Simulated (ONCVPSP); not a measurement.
Which change was made? (F, ONCV)

F, optimised norm-conserving Vanderbilt (ONCV), made with ONCVPSP 4.0.1 (PW91, scalar-relativistic). Core [He], reference 2s2 2p5. Waves: 2s: rc 0.60 bohr, ncon 3, nbas 7, qcut 14.1 1/bohr, 2 projectors, debl 1.5 Ha; 2p: rc 1.45 bohr, ncon 4, nbas 7, qcut 8.5 1/bohr, 3 projectors, debl 0.7 Ha. Local part: polynomial inside 0.45 bohr (lpopt 3, dvloc0 6 Ha). Core correction: Teter function, fcfact 4.25, rcfact 1.1.

Cutoffs, loose and tight: the cutoffs (Ha) at which the residual kinetic energy of the hardest occupied pseudo-wave falls to 1 and 0.1 mHa per electron. They do not see the model core or the augmentation charge, which bear on the density cutoff. Test errors are all-electron minus pseudo excitation energies from the reference, over the configurations 2s2 2p4; 2s2 2p3; 2s2 2p2; 2s2 2p1; variants that change the core or the reference have their own tests.

The base gives: outcome: generated; cutoff, loose: 60 Ha; cutoff, tight: 74 Ha; bound ghosts: none; GHOST(+) flags above zero: none; largest test error (meV): +3401.

Question: After one change the result is: outcome: generated; cutoff, loose: 63 Ha; cutoff, tight: 78 Ha; bound ghosts: none; GHOST(+) flags above zero: none; largest test error (meV): +4680. Which change was it?
A. all radii but the core radius scaled by about 0.80 (s 0.48, p 1.16 bohr); local potential polynomial inside 0.36 bohr (lpopt 3, dvloc0 6 Ha)
B. all radii but the core radius scaled by about 0.90 (s 0.54, p 1.30 bohr); local potential polynomial inside 0.40 bohr (lpopt 3, dvloc0 6 Ha)
C. all radii but the core radius scaled by about 1.31 (s 0.78, p 1.90 bohr); local potential polynomial inside 0.58 bohr (lpopt 3, dvloc0 6 Ha)
D. all radii but the core radius scaled by about 1.11 (s 0.66, p 1.62 bohr); local potential polynomial inside 0.50 bohr (lpopt 3, dvloc0 6 Ha)

Answer: D. The others give: all radii but the core radius scaled by about 0.90 (s 0.54, p 1.30 bohr); local potential polynomial inside 0.40 bohr (lpopt 3, dvloc0 6 Ha) → outcome: generated; cutoff, loose: 55 Ha; cutoff, tight: 422 Ha; bound ghosts: s; GHOST(+) flags above zero: p; largest test error (meV): +2501 | all radii but the core radius scaled by about 0.80 (s 0.48, p 1.16 bohr); local potential polynomial inside 0.36 bohr (lpopt 3, dvloc0 6 Ha) → outcome: generated; cutoff, loose: 363 Ha; cutoff, tight: 786 Ha; bound ghosts: s, p; GHOST(+) flags above zero: p; largest test error (meV): +1823 | all radii but the core radius scaled by about 1.31 (s 0.78, p 1.90 bohr); local potential polynomial inside 0.58 bohr (lpopt 3, dvloc0 6 Ha) → outcome: generated; cutoff, loose: 61 Ha; cutoff, tight: 76 Ha; bound ghosts: none; GHOST(+) flags above zero: none; largest test error (meV): +6966.
